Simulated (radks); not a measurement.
In III, 47 electrons, occupied as [Kr] 4d9 5s1 5d1 (not the ground configuration).

Method: Dirac Kohn-Sham, PBEsol, spin-unpolarised, spherical densities, finite nucleus; open shells fill j = l - 1/2 first; Fermi nuclear charge, rms radius 4.6156 fm; computed with a radial shooting solver on a logarithmic mesh with Libxc functionals.

Energy parts (eV):
part                       energy
total                 -159957.583
kinetic                168061.799
electron-nucleus      -386965.723
Hartree                 63197.683
exchange-correlation    -4251.342

Orbitals (lengths in bohr, moments of r in powers of bohr):
orbital,occ.,eigenvalue (eV),<r^4>
1s1/2,2,-27749.25,3.723e-06
2s1/2,2,-4178.667,0.0006510
2p1/2,2,-3899.507,0.0004209
2p3/2,4,-3688.807,0.0004914
3s1/2,2,-816.0236,0.02959
3p1/2,2,-703.3372,0.02888
3p3/2,4,-665.2699,0.03263
3d3/2,4,-465.7597,0.02837
3d5/2,6,-457.9557,0.02949
4s1/2,2,-147.4302,0.9701
4p1/2,2,-110.4148,1.293
4p3/2,4,-103.6365,1.472
4d3/2,4,-45.8223,3.885
4d5/2,5,-44.8905,4.076
5s1/2,1,-28.2709,45.38
5d3/2,1,-10.2221,470.7
5d5/2,0,-10.1557,482.5

The highest occupied level is 5d3/2 at -10.222 eV. The electron density at the nucleus is 1.745e+05 e/bohr^3.
